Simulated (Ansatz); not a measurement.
Mulliken charges of BFH4OSSi, SMILES `OB(F)[SiH2]S` from PBE/def2-TZVPP in Ansatz (PBE0-D4/def2-TZVP geometry).

```tsv
atom	x (Å)	y (Å)	z (Å)	charge (e)
O1	1.105	0.797	1.134	-0.233
B2	0.965	-0.296	0.359	0.358
F3	1.935	-1.215	0.351	-0.210
Si4	-0.687	-0.511	-0.803	0.120
S5	-2.237	0.795	-0.106	-0.263
H6	1.930	0.816	1.634	0.200
H7	-0.326	-0.240	-2.223	-0.054
H8	-1.226	-1.894	-0.740	-0.046
H9	-1.370	1.700	0.379	0.128
```

Q: By hand: the dipole of these point charges (1 e Å = 4.8032 D).

A: Σ q r = (0.472, 0.174, 0.252) e Å, of length 0.563 e Å = 2.70 D.

Q: How does the dipole of the full density compare? (Best estimate.)

A: Ansatz gave: (0.410, 0.123, 0.212) e Å, 2.29 D; the point charges give 1.18 times that, at 3° from its direction.

Point charges leave out the atoms' own dipoles, such as those of lone pairs, and Mulliken's split depends on the basis, so the two needn't agree.
